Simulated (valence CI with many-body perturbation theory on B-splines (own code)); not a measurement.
## Gd LII: electric-dipole lines

Computed by configuration interaction combined with many-body perturbation theory (CI+MBPT): three valence electrons over a frozen Dirac-Fock core [Ne], radial functions for each j: 11 s, 11 p, 9 d, 7 f, 5 g, 2 h, 1 i, with the one-electron correlation potential Σ1 (screened to all orders), the two-electron term Σ2, the three-electron term Σ3, Breit, model QED; selected single and double excitations, second order for the rest (own B-spline code, finite nucleus).

The last digits are not significant, and no measured levels were compared; by estimate large intervals hold to a few tenths of a per cent, small ones and those within an open d or f shell to about a per cent.

Lines 1 to 50 of 271 in falling wavelength, among levels below 929.21 eV, chosen from the strongest by gf and those to the six lowest levels. Wavelengths and rates use the calculated energies. Electric multipoles are in the length gauge, E1 and E2 with the static RPA response of the core. Weak lines are less certain than strong ones. Lines between different terms over intervals too small for the method are left out, as are lines whose strength nearly cancels. The highest levels of a list are the least certain.

Levels are named by their leading jj configuration (3d3/2^4 stands for four electrons in 3d with j = 3/2), which in mixed levels can hold well under half, so a name can repeat and another be missing. Letters in brackets count levels of one name in rising energy.

| λ vac (Å) | Upper | Lower | A (s⁻¹) | S (a.u.) with core polarisation | S without |
| --- | --- | --- | --- | --- | --- |
| 246.6 | (3s^2 3p3/2) J=3/2 | (3s 3p1/2^2) J=1/2 | 9.78e+06 | 2.90e-04 | 2.95e-04 |
| 124.0 | (3p1/2 3p3/2 3d3/2) J=7/2 | (3s 3p3/2 3d3/2) J=5/2 [b] | 3.45e+09 | 2.59e-02 | 2.64e-02 |
| 118.0 | (3s 3p1/2 3d3/2) J=5/2 | (3s^2 3d3/2) J=3/2 | 5.92e+09 | 2.89e-02 | 2.94e-02 |
| 114.0 | (3s 3p1/2 3p3/2) J=3/2 [a] | (3s^2 3p3/2) J=3/2 | 1.32e+09 | 3.88e-03 | 3.95e-03 |
| 110.2 | (3p1/2 3p3/2 3d5/2) J=7/2 [b] | (3s 3p3/2 3d5/2) J=5/2 [b] | 8.31e+09 | 4.39e-02 | 4.47e-02 |
| 107.8 | (3p1/2 3p3/2 3d5/2) J=9/2 | (3s 3p3/2 3d5/2) J=7/2 [b] | 6.70e+09 | 4.14e-02 | 4.22e-02 |
| 100.5 | (3s 3p1/2 3p3/2) J=5/2 | (3s^2 3p3/2) J=3/2 | 8.79e+09 | 2.64e-02 | 2.69e-02 |
| 100.5 | (3s 3p1/2 3d5/2) J=7/2 | (3s^2 3d5/2) J=5/2 | 1.45e+10 | 5.80e-02 | 5.90e-02 |
| 97.70 | (3p1/2 3p3/2 3d3/2) J=5/2 [a] | (3s 3p3/2 3d3/2) J=5/2 [a] | 7.19e+09 | 1.99e-02 | 2.02e-02 |
| 95.64 | (3p1/2^2 3d3/2) J=3/2 | (3s 3p1/2 3d3/2) J=1/2 | 1.19e+10 | 2.06e-02 | 2.10e-02 |
| 95.42 | (3p1/2 3p3/2 3d5/2) J=9/2 | (3s 3p3/2 3d5/2) J=7/2 [a] | 1.10e+10 | 4.71e-02 | 4.79e-02 |
| 93.84 | (3p1/2^2 3p3/2) J=3/2 | (3s 3p1/2 3p3/2) J=3/2 [b] | 6.68e+09 | 1.09e-02 | 1.11e-02 |
| 93.54 | (3s 3p1/2 3d5/2) J=5/2 [b] | (3s^2 3d5/2) J=5/2 | 1.14e+10 | 2.77e-02 | 2.82e-02 |
| 93.45 | (3s 3p1/2^2) J=1/2 | (3s^2 3p1/2) J=1/2 | 2.32e+10 | 1.87e-02 | 1.90e-02 |
| 92.57 | (3p1/2 3p3/2 3d5/2) J=5/2 [a] | (3s 3p3/2 3d5/2) J=3/2 [a] | 1.66e+10 | 3.90e-02 | 3.97e-02 |
| 91.83 | (3p1/2 3p3/2^2) J=1/2 | (3s 3p3/2^2) J=1/2 | 2.38e+10 | 1.82e-02 | 1.86e-02 |
| 91.81 | (3p1/2 3p3/2 3d5/2) J=5/2 [b] | (3s 3p3/2 3d5/2) J=7/2 [b] | 8.25e+09 | 1.89e-02 | 1.92e-02 |
| 91.72 | (3p1/2 3p3/2 3d3/2) J=3/2 [a] | (3s 3p3/2 3d3/2) J=3/2 [a] | 1.28e+10 | 1.95e-02 | 1.99e-02 |
| 91.72 | (3p1/2 3p3/2 3d3/2) J=7/2 | (3s 3p3/2 3d3/2) J=7/2 | 1.30e+10 | 3.96e-02 | 4.03e-02 |
| 90.88 | (3p1/2 3p3/2 3d5/2) J=3/2 [b] | (3s 3p3/2 3d5/2) J=1/2 | 1.84e+10 | 2.73e-02 | 2.78e-02 |
| 90.45 | (3s 3p1/2 3d5/2) J=3/2 | (3s^2 3d5/2) J=5/2 | 1.62e+10 | 2.36e-02 | 2.41e-02 |
| 90.14 | (3p1/2^2 3d5/2) J=5/2 | (3s 3p1/2 3d5/2) J=3/2 | 2.51e+10 | 5.43e-02 | 5.52e-02 |
| 89.60 | (3p1/2 3p3/2 3d3/2) J=7/2 | (3s 3p3/2 3d3/2) J=5/2 [a] | 6.37e+09 | 1.81e-02 | 1.84e-02 |
| 87.88 | (3p1/2 3p3/2 3d5/2) J=3/2 [a] | (3s 3p3/2 3d5/2) J=5/2 [a] | 2.25e+10 | 3.02e-02 | 3.07e-02 |
| 87.37 | (3s 3p1/2 3p3/2) J=3/2 [b] | (3s^2 3p3/2) J=3/2 | 1.52e+10 | 2.01e-02 | 2.04e-02 |
| 87.27 | (3p1/2^2 3d5/2) J=5/2 | (3s 3p1/2 3d5/2) J=5/2 [b] | 2.73e+10 | 5.37e-02 | 5.47e-02 |
| 86.12 | (3p1/2 3p3/2 3d5/2) J=5/2 [a] | (3s 3p3/2 3d5/2) J=5/2 [a] | 1.92e+10 | 3.64e-02 | 3.70e-02 |
| 84.97 | (3s 3p1/2 3d3/2) J=3/2 [a] | (3s 3p1/2 3p3/2) J=3/2 [b] | 1.38e+10 | 1.68e-02 | 1.71e-02 |
| 84.58 | (3p1/2 3p3/2 3d5/2) J=7/2 [b] | (3s 3p3/2 3d5/2) J=7/2 [a] | 1.47e+10 | 3.52e-02 | 3.58e-02 |
| 83.69 | (3p1/2 3p3/2^2) J=5/2 | (3s 3p3/2^2) J=5/2 | 1.91e+10 | 3.32e-02 | 3.38e-02 |
| 82.69 | (3p1/2 3p3/2 3d5/2) J=5/2 [b] | (3s 3p3/2 3d5/2) J=7/2 [a] | 2.25e+10 | 3.77e-02 | 3.83e-02 |
| 82.47 | (3s 3p1/2 3p3/2) J=1/2 | (3s^2 3p3/2) J=3/2 | 2.15e+10 | 1.19e-02 | 1.21e-02 |
| 82.28 | (3p1/2^2 3p3/2) J=3/2 | (3s 3p1/2 3p3/2) J=5/2 | 4.01e+10 | 4.41e-02 | 4.49e-02 |
| 82.03 | (3p1/2 3p3/2 3d5/2) J=7/2 [a] | (3s 3p3/2 3d5/2) J=9/2 | 3.91e+10 | 8.52e-02 | 8.67e-02 |
| 81.99 | (3p1/2^2 3d5/2) J=5/2 | (3s 3p1/2 3d5/2) J=7/2 | 5.13e+10 | 8.37e-02 | 8.52e-02 |
| 81.94 | (3p1/2^2 3d3/2) J=3/2 | (3s 3p1/2 3d3/2) J=5/2 | 5.60e+10 | 6.08e-02 | 6.19e-02 |
| 81.52 | (3p1/2 3p3/2^2) J=3/2 | (3s 3p3/2^2) J=5/2 | 3.58e+10 | 3.83e-02 | 3.90e-02 |
| 79.26 | (3p1/2 3p3/2 3d3/2) J=5/2 [b] | (3s 3p3/2 3d3/2) J=7/2 | 4.47e+10 | 6.59e-02 | 6.71e-02 |
| 79.17 | (3s 3p1/2 3d3/2) J=5/2 | (3s 3p1/2 3p3/2) J=3/2 [b] | 3.47e+09 | 5.11e-03 | 5.20e-03 |
| 78.29 | (3p1/2 3p3/2 3d5/2) J=9/2 | (3s 3p3/2 3d5/2) J=9/2 | 2.92e+10 | 6.91e-02 | 7.04e-02 |
| 78.15 | (3p1/2 3p3/2 3d3/2) J=3/2 [b] | (3s 3p3/2 3d3/2) J=5/2 [a] | 2.49e+10 | 2.34e-02 | 2.38e-02 |
| 77.89 | (3p1/2 3p3/2 3d3/2) J=5/2 [a] | (3p1/2 3p3/2^2) J=5/2 | 1.76e+10 | 2.46e-02 | 2.50e-02 |
| 76.53 | (3p1/2^2 3d3/2) J=3/2 | (3s 3p1/2 3d3/2) J=3/2 [a] | 2.81e+10 | 2.49e-02 | 2.53e-02 |
| 75.39 | (3s 3p1/2 3d3/2) J=3/2 [a] | (3s 3p1/2 3p3/2) J=5/2 | 1.55e+10 | 1.31e-02 | 1.33e-02 |
| 75.01 | (3p1/2^2 3p3/2) J=3/2 | (3s 3p1/2 3p3/2) J=3/2 [a] | 1.55e+10 | 1.29e-02 | 1.31e-02 |
| 70.78 | (3s 3p1/2 3d3/2) J=5/2 | (3s 3p1/2 3p3/2) J=5/2 | 7.99e+09 | 8.39e-03 | 8.52e-03 |
| 69.54 | (3s 3p1/2 3d3/2) J=1/2 | (3s 3p1/2 3p3/2) J=3/2 [b] | 5.86e+07 | 1.94e-05 | 2.01e-05 |
| 69.24 | (3s 3p1/2 3d3/2) J=3/2 [a] | (3s 3p1/2 3p3/2) J=3/2 [a] | 1.85e+07 | 1.21e-05 | 1.21e-05 |
| 68.18 | (3s 3p1/2 3d3/2) J=3/2 [b] | (3s 3p1/2 3p3/2) J=3/2 [b] | 5.40e+09 | 3.38e-03 | 3.43e-03 |
| 65.33 | (3s 3p1/2 3d3/2) J=5/2 | (3s 3p1/2 3p3/2) J=3/2 [a] | 2.89e+08 | 2.39e-04 | 2.42e-04 |
